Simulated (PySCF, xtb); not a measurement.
BiH2Cl, SMILES [BiH2][Cl].

GFN2-xTB in xtb at its own geometry gives an orbital gap of 5.08 eV and a dipole moment of 4.73 D.

The structure is a stationary point at PBE0-D3(BJ)/def2-TZVP. The def2 effective core potentials stand for the cores of Bi; spin–orbit coupling is left out.

Question: What does r2SCAN/def2-TZVPD (PySCF) give? (An estimate is asked for; the answer gives what the named calculation found.)

Answer: gap 4.57 eV (levels -7.00 and -2.43 eV), dipole 3.25 D.
